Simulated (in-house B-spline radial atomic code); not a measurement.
## Ionising Xe with different functionals

Computed with an all-electron radial atomic-structure program (B-spline basis): four-component Dirac-Coulomb Hamiltonian, Fermi nucleus of rms radius 4.7859 fm, spin-restricted, spherical fractional occupations for the functionals, and exact exchange of hybrids averaged over the configuration. The ionisation energy is the difference of two self-consistent energies, [Kr] 4d10 5s2 5p6 → [Kr] 4d10 5s2 5p5, without Breit or QED terms; ε is the level of the shell that loses the electron (mean over j). The electron is taken from both j subshells in proportion to 2j + 1, so the result is a j average, not the step between ground levels.

```
   method                    rung  ΔSCF (eV)  -ε(5p) (eV)
    B3LYP           global hybrid      12.57         9.27
     PBE0           global hybrid          ?            ?
BHandHLYP           global hybrid          ?            ?
    wB97X  range-separated hybrid      12.42        11.85
```

(1) What does PBE0 give?

(2) What does BHandHLYP give?

(3) Among the functionals, which spreads more, the ΔSCF values or the orbital energies?

(4) How do they compare with the NIST value?

## Answers

(1) ΔSCF 12.60 eV, and -ε(5p) = 9.55 eV.

(2) ΔSCF 12.43 eV, and -ε(5p) = 10.65 eV.

(3) The orbital energies: ΔSCF values span about 0.17 eV and the orbital energies 2.58 eV; here energy differences depend much less on the functional than eigenvalues do.

(4) NIST lists 12.130 eV (measured, ground level to ground level). Errors run from +0.29 to +0.47 eV; wB97X is closest (+0.29 eV), but part of that can be cancellation, since the calculations leave out Breit-QED terms, spin polarisation, the choice among j levels, multiplet and fine-structure energies.
